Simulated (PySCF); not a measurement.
Compound: C3H11OSi3 (doublet state).
Structure used (GFN2-xTB), in Å, numbered top down from 1:
```xyz
18
C3H11OSi3 angstrom
Si    -0.0097    2.7473    0.6333
O      0.3694    1.2404    1.0985
Si     0.6871   -0.3527    0.9419
Si     2.6449   -0.5913   -0.2471
C     -0.7768   -1.1782    0.0740
C     -2.1639   -0.6180    0.2101
C     -1.4419   -0.4976   -1.0898
H      0.8959    3.1363   -0.4403
H     -1.4248    2.7965    0.2880
H      0.6766   -0.7838    2.3489
H      3.7434   -1.0589    0.6052
H      2.5288   -1.5686   -1.3371
H      3.1273    0.6456   -0.8762
H     -0.7222   -2.2592    0.0019
H     -2.2908    0.2742    0.8049
H     -2.9955   -1.3047    0.2783
H     -1.0829    0.4791   -1.3829
H     -1.7736   -1.1002   -1.9232
```

The hyperfine couplings belong to this conformer and change with its torsions.

As a line formula: `[SiH2]O[Si@H]([SiH3])C1CC1` [radical].

Theory: UKS B3LYP, pcH-1 on C H O Si, non-relativistic, mean-field spin-orbit, GIAO in PySCF 2.14.0. Geometry: GFN2-xTB, one conformer, isolated molecule. GFN2-xTB frequencies show an imaginary mode (31i cm⁻¹), so this geometry is no minimum at that level. A GFN2-xTB geometry isn't a minimum of the functional, and hyperfine couplings can be far from their values at a DFT geometry, by a factor of two or more for some ions and for spin on atoms past the first row. No stability test was run, so a lower SCF solution isn't excluded.

Problem. Break the g tensor into its mass correction, gauge correction and orbital-Zeeman/spin–orbit terms.

Solution. 
```tsv
Δg (ppm)	1	2	3
relativistic mass correction	-148	-148	-148
gauge correction	62	15	85
orbital Zeeman/spin–orbit	-583	19	1836
total	-668	-114	1773
```

So g = 2.00165, 2.00221, 2.00409 and g_iso = 2.00265; the tensor is rhombic: the two nearest values differ by 23 % of g3 − g1. Axes: g3 points within 7° of the Si1–O2 bond.

Problem. At 94.291 GHz, how far is the centre of the isotropic spectrum from where a free electron (g = 2.002319) resonates?

Solution. B = hν/(g μB) with μB/h = 13.99624 MHz/mT gives 3364.54 mT for the free electron and 3363.98 mT at g_iso, 0.56 mT lower.

Problem. How much does each term add to the isotropic shift?

Solution. The orbital-Zeeman/spin–orbit term 424, the mass correction -148 and the gauge correction 54 ppm, for a total of 330 ppm. The orbital-Zeeman/spin–orbit term is the largest in size. The mass correction is the same along every axis, so the anisotropy comes from the other two: their spans along these axes are 70 (gauge) and 2419 ppm (orbital Zeeman/spin–orbit).

Problem. What are the electron Larmor frequencies g μB B/h along the three axes at 330 mT?

Solution. 9.2451, 9.2477, 9.2564 GHz for g1, g2 and g3, a range of 11.3 MHz.

Problem. In a frozen sample, at which fields do the three g values resonate at 9.5, 34, 94 and 263 GHz (hyperfine left aside), and which band first spreads them over more than twice a line width of 0.5 mT?

Solution. 
```csv
band,GHz,B(g3) mT,B(g2) mT,B(g1) mT,spread mT
X,9.5,338.68,339.00,339.10,0.41
Q,34.0,1212.13,1213.27,1213.61,1.48
W,94.0,3351.19,3354.34,3355.27,4.09
J,263.0,9376.19,9385.03,9387.63,11.44
```

The spread grows in proportion to the frequency. Q band is the first where it exceeds 1.0 mT.

The largest Mulliken spin population is on Si1 (+0.89). The angles at Si1 add up to 332.2°, so it is pyramidal.

The HOMO–LUMO gaps are 5.00 eV among the α and 5.09 eV among the β orbitals.
